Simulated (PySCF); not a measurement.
**Correlation energy of Cd²⁺ (cadmium, charge +2)**

[Kr] 4d10, closed-shell 1S. Calculation: PySCF 2.14, in ANO-RCC-VTZP (7s6p4d2f1g, 68 functions); the spin-free X2C one-electron Hamiltonian (Gaussian nucleus). Frozen: [Ar] 3d10; 18 electrons correlated.

| level | correlation energy (mhartree) |
| --- | --- |
| CCSD | -472.71 |
| (T) | -9.69 |
| CCSD(T) | -482.40 |

Diagnostics: T1 = 0.0067, D1 = 0.0126, largest double amplitude 0.016.

Cost of the coupled-cluster step: roughly 2.7 core-seconds, for 18 correlated electrons.
